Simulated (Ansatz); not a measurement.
Consider the substitution at a C–C bond: `CC(C)(C)CO` + `[SiH3]N[SiH2]Cl` → `CN([SiH3])[SiH2]Cl` + `CC(C)CO`.

Calculated with Ansatz (gas phase, PBE0-D4/def2-TZVP geometries, no zero-point term in ΔE). CCSD(T)/CBS is the MP2 limit (def2-TZVPP, def2-QZVPP) plus CCSD(T) − MP2 in def2-TZVPP, frozen cores. Functionals use def2-TZVPP. Each species was taken in one conformer, which may not be the lowest.

Problem. Is it downhill or uphill in electronic energy at CCSD(T)/CBS, and by how much? (An estimate is asked.)

Solution. The calculation gave: Uphill: ΔE = +0.51 eV.

Problem. What do these levels give: PBE-D4, r2SCAN-D4, PBE0-D4, B2PLYP, SCS-MP2/def2-TZVPP, HF/def2-QZVPP? (Estimate.)

Solution. Ansatz gave: PBE-D4 0.43, r2SCAN-D4 0.49, PBE0-D4 0.46, B2PLYP 0.46, SCS-MP2/def2-TZVPP 0.51, HF/def2-QZVPP 0.43 eV.

Largest T1 diagnostic among the species: 0.010.

In def2-TZVPP, CCSD(T) changes the Hartree–Fock value by +0.07 eV (the triples alone add +0.01 eV) and MP2 by +0.11 eV.
